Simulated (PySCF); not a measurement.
Scan of CH3 (anion, charge -1), singlet: umbrella (inversion) coordinate, bond length relaxed. Scanned: angle between the C-H bonds and the threefold axis (90 = planar). Other coordinates (C-H bond length) were minimised at PBE0/def2-TZVP. Each profile is relative to its own lowest point.

| a / ° | A | B | C |
|---|---|---|---|
| 90 | 2.6 | 11.1 | 2.6 |
| 93 | 2.5 | 10.9 | 2.5 |
| 96 | 2.2 | 10.1 | 2.2 |
| 99 | 1.7 | 8.9 | 1.7 |
| 102 | 1.1 | 7.4 | 1.1 |
| 105 | 0.6 | 5.6 | 0.6 |
| 108 | 0.1 | 3.8 | 0.1 |
| 111 | 0.0 | 2.1 | 0.0 |
| 114 | 0.4 | 0.8 | 0.3 |
| 117 | 1.5 | 0.0 | 1.2 |
| 120 | 3.7 | 0.0 | 2.9 |
| 123 | 7.0 | 1.1 | 5.6 |
| 126 | 11.6 | 3.3 | 9.3 |
| 129 | 17.7 | 7.0 | 14.2 |
| 132 | 25.3 | 12.3 | 20.5 |

Energies in kcal/mol.

Q: Assign the columns to these levels of theory: B3LYP/aug-cc-pVDZ (PySCF); restricted B3LYP/LANL2DZ in PySCF; restricted BP86/6-31G*, spherical d in PySCF.

A: A is RKS-B3LYP/LANL2DZ; B is RKS-BP86/6-31G*; C is B3LYP.
